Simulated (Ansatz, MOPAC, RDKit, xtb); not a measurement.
Noncovalent pair: H2O (SMILES O) (first 3 atoms) with CH2O (SMILES C=O); geometry from B3LYP-D3(BJ)/def2-TZVP, rigid monomers moved along the line of their centres of mass till H2···O5 is 3.57 Å.
(charge 0, multiplicity 1):
| atom | x (Å) | y (Å) | z (Å) |
|---|---|---|---|
| O | 0.2747 | -0.1146 | 0.5396 |
| H | -0.4627 | -0.4410 | 1.0783 |
| H | -0.0426 | -0.1115 | -0.3678 |
| C | -0.8904 | -0.5620 | 5.0594 |
| O | -1.7693 | -0.9861 | 4.3540 |
| H | 0.0298 | -0.1245 | 4.6369 |
| H | -0.9729 | -0.5952 | 6.1605 |

Monomers are frozen at their geometry in the pair; levels with a basis set take the counterpoise correction. RDKit's UFF carries no charges.

Frozen-core correlation. CBS: X⁻³ extrapolation of the correlation energy, Hartree–Fock from the larger set. The state that PM3 reach isn't checked.

Run with Ansatz (an electronic-structure program) with Gaussian orbitals; MOPAC for PM3 (differences of heats of formation); RDKit for the force fields; xtb for the GFN methods. 

The comparison value is -1.30 kcal/mol (CCSD(T)/CBS(aug-cc-pVDZ, aug-cc-pVTZ)). It is a level with limits of its own, not the exact answer.

Problem. Order these levels by how close they come to the comparison value for the interaction energy, closest first: UFF, PM3, GFN-FF. Give each level's value less the comparison value.

Solution. GFN-FF (-0.15 kcal/mol), PM3 (0.59 kcal/mol), UFF (1.11 kcal/mol)
